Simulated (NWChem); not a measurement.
Species: CH3AlF2O; SMILES C[O][Al]([F])[F]

```xyz
8

Al     0.0738     0.4934     0.0002
F      1.2556     1.6425    -0.0016
F     -1.4988     0.9982    -0.0021
O      0.5014    -1.1185     0.0048
C     -0.0373    -2.4001     0.0028
H      0.2960    -2.9560    -0.8903
H      0.3051    -2.9620     0.8887
H     -1.1421    -2.4014     0.0085
```
Atoms are numbered in this order, from 1.

Geometry: optimised at PBE0/def2-SVP.

Problem. Give the principal values of the shielding tensors (ppm) of Al1, F2, F3, O4, C5 from PBE/pcSseg-1, GIAO (NWChem), with their diamagnetic and paramagnetic parts as GIAO splits them.

Solution. 
```csv
atom,σ11,σ22,σ33,isotropic,diamagnetic,paramagnetic
Al1,412.8,502.4,545.6,486.9,795.4,-308.5
F2,319.1,334.2,462.7,372.0,468.8,-96.8
F3,299.3,340.0,449.6,363.0,469.0,-106.1
O4,278.2,344.0,367.9,330.0,394.5,-64.5
C5,93.7,97.9,180.0,123.9,245.2,-121.3
```
